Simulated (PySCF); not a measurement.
Compound: C₆H₅N₃.
SMILES with atom numbers: `[CH:1]#[C:2][c:3]1[n:4][n:5][cH:6][n:7][c:8]1[CH3:9]`

Geometry (GFN2-xTB, Å), atoms numbered from 1 in this order:
```
atom  x, y, z in Å
C1    -1.6445    2.4674    0.2094
C2    -0.7270    1.7053    0.0673
C3     0.3169    0.7684   -0.0988
N4     1.5366    1.2187   -0.3714
N5     2.5129    0.3749   -0.5311
C6     2.2693   -0.9124   -0.4161
N7     1.0857   -1.4586   -0.1487
C8     0.0762   -0.6258    0.0153
C9    -1.2715   -1.1791    0.3129
H10   -2.4305    3.1521    0.3292
H11    3.1039   -1.5863   -0.5515
H12   -1.9774   -0.8746   -0.4591
H13   -1.2189   -2.2634    0.3572
H14   -1.6323   -0.7872    1.2632
```

NICS is the negative of the GIAO shielding at a point without a nucleus: at the ring centre (0) and 1 Å above and below it (1); zz is the component along the ring normal. Level: GIAO PBE0/pcSseg-1 (PySCF, non-relativistic, gas phase) on the GFN2-xTB geometry, one conformer.

Ring bond lengths (Å), with Mayer bond orders in brackets: C3–N4 1.328 (1.53), N4–N5 1.300 (1.33), N5–C6 1.315 (1.48), C6–N7 1.331 (1.41), N7–C8 1.319 (1.51), C8–C3 1.419 (1.17).

**Question.** What do the NICS probes read (ppm)?

**Answer.** 
| ring | type | NICS(0) | NICS(1), two faces | NICS(1)zz, two faces | rms pucker (Å) | centre to ring atoms, mean (Å) |
| --- | --- | --- | --- | --- | --- | --- |
| C3–N4–N5–C6–N7–C8 | 6-membered ring with 3 N; formal bonds all aromatic | -3.9 | -10.7 / -10.7 | -25.2 / -25.3 | 0.00 | 1.34 |

**Question.** What can be read from them?

**Answer.** 
- C3–N4–N5–C6–N7–C8: mean NICS(1)zz -25.2 ppm, shielded. The ring is flat and has no four-coordinate atom; by the NICS criterion it is aromatic. NICS(0) lies 7 ppm above the mean NICS(1).

**Question.** And the bond-length index? HOMA = 1 − mean of α(R − Ropt)² over the ring bonds, with Krygowski's 1993 parameters (CC: Ropt 1.388 Å, α 257.7 Å⁻²; CN: Ropt 1.334 Å, α 93.52 Å⁻²; NN: Ropt 1.309 Å, α 130.33 Å⁻²).

**Answer.** 
- C3–N4–N5–C6–N7–C8: HOMA 0.95; the largest term is that of C8–C3, α(R − Ropt)² = 0.25. The geometric and the magnetic index point the same way.

**Question.** Give the inner angles of the rings and the Hirshfeld charges of the ring atoms.

**Answer.** 
- C3–N4–N5–C6–N7–C8: C3 120.3° (+0.054 e), N4 119.6° (-0.081 e), N5 119.0° (-0.111 e), C6 125.7° (+0.078 e), N7 116.5° (-0.145 e), C8 118.7° (+0.097 e); sum 720.0° against 720° for a flat convex ring.
